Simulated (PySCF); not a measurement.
Species: `[H]/N=C\C[C@H](F)C(C)C`. The columns A, B, C and D hold Mulliken, IAO, Hirshfeld and ESP-fitted charges (e) of one PBE0/pcSseg-1 density (PySCF), in a shuffled order. Coordinates in Å (GFN2-xTB); the density's dipole moment is (-3.10, -0.33, 1.19) D.

```json
{"atom": "C1", "x": "-1.559", "y": "1.373", "z": "0.054", "A": "-0.502", "B": "-0.234", "C": "-0.424", "D": "-0.120"}
{"atom": "C2", "x": "-1.171", "y": "0.133", "z": "-0.749", "A": "+0.433", "B": "-0.359", "C": "-0.108", "D": "-0.027"}
{"atom": "C3", "x": "-1.735", "y": "-1.136", "z": "-0.115", "A": "-0.577", "B": "-0.223", "C": "-0.421", "D": "-0.116"}
{"atom": "C4", "x": "0.349", "y": "0.027", "z": "-0.946", "A": "+0.085", "B": "+0.176", "C": "+0.186", "D": "+0.071"}
{"atom": "F5", "x": "0.740", "y": "1.019", "z": "-1.833", "A": "-0.284", "B": "-0.339", "C": "-0.338", "D": "-0.110"}
{"atom": "C6", "x": "1.184", "y": "0.174", "z": "0.327", "A": "-0.078", "B": "-0.221", "C": "-0.316", "D": "-0.082"}
{"atom": "C7", "x": "2.621", "y": "-0.179", "z": "0.064", "A": "+0.359", "B": "+0.040", "C": "+0.049", "D": "+0.052"}
{"atom": "N8", "x": "3.335", "y": "-1.011", "z": "0.667", "A": "-0.772", "B": "-0.340", "C": "-0.429", "D": "-0.239"}
{"atom": "H9", "x": "-1.077", "y": "2.256", "z": "-0.359", "A": "+0.131", "B": "+0.127", "C": "+0.147", "D": "+0.039"}
{"atom": "H10", "x": "-1.275", "y": "1.268", "z": "1.098", "A": "+0.114", "B": "+0.110", "C": "+0.132", "D": "+0.037"}
{"atom": "H11", "x": "-2.636", "y": "1.519", "z": "0.010", "A": "+0.124", "B": "+0.120", "C": "+0.144", "D": "+0.044"}
{"atom": "H12", "x": "-1.591", "y": "0.233", "z": "-1.756", "A": "-0.020", "B": "+0.132", "C": "+0.143", "D": "+0.040"}
{"atom": "H13", "x": "-1.450", "y": "-2.016", "z": "-0.687", "A": "+0.121", "B": "+0.118", "C": "+0.140", "D": "+0.042"}
{"atom": "H14", "x": "-1.378", "y": "-1.256", "z": "0.906", "A": "+0.148", "B": "+0.108", "C": "+0.132", "D": "+0.037"}
{"atom": "H15", "x": "-2.820", "y": "-1.082", "z": "-0.087", "A": "+0.150", "B": "+0.122", "C": "+0.147", "D": "+0.046"}
{"atom": "H16", "x": "0.589", "y": "-0.922", "z": "-1.447", "A": "+0.062", "B": "+0.109", "C": "+0.131", "D": "+0.038"}
{"atom": "H17", "x": "1.139", "y": "1.217", "z": "0.651", "A": "+0.059", "B": "+0.154", "C": "+0.161", "D": "+0.051"}
{"atom": "H18", "x": "0.772", "y": "-0.464", "z": "1.111", "A": "+0.018", "B": "+0.123", "C": "+0.138", "D": "+0.046"}
{"atom": "H19", "x": "3.085", "y": "0.358", "z": "-0.758", "A": "+0.055", "B": "+0.121", "C": "+0.148", "D": "+0.046"}
{"atom": "H20", "x": "2.874", "y": "-1.502", "z": "1.434", "A": "+0.375", "B": "+0.153", "C": "+0.235", "D": "+0.104"}
```

Question: Which column most likely holds the ESP-fitted charges?

Answer: A. Σ q r misses the density's dipole by 0.04 D (A), 0.91 D (C), 1.32 D (B), 1.65 D (D). Charges fitted to the outside potential are the only set here that is tied to the molecule's multipoles.

Question: And the Hirshfeld charges?

Answer: D. The mean sizes are 0.069 e (D), 0.171 e (B), 0.204 e (C), 0.223 e (A), and Hirshfeld charges are commonly the smallest of these schemes.

As computed, A = ESP-fitted, B = Mulliken, C = IAO, D = Hirshfeld. Hydrogens on carbon: ESP-fitted -0.02 to +0.15, Mulliken +0.11 to +0.15, IAO +0.13 to +0.16, Hirshfeld +0.04 to +0.05 e.

The ESP scheme is a least-squares fit of atom-centred charges to the potential on four shells outside the van der Waals surface, with the total charge fixed. The Hirshfeld scheme divides the density at each point in proportion to the densities of the neutral, spherically averaged free atoms.

Isolated species at its GFN2-xTB geometry (one conformer only).

Shape of the structure used: `[H]/[N:8]=[CH:7]\[CH2:6][C@@H:4]([CH:2]([CH3:1])[CH3:3])[F:5]`: C1–C2–C4–F5 -71°, C2–C4–C6–C7 170°, C4–C6–C7–N8 -126°.
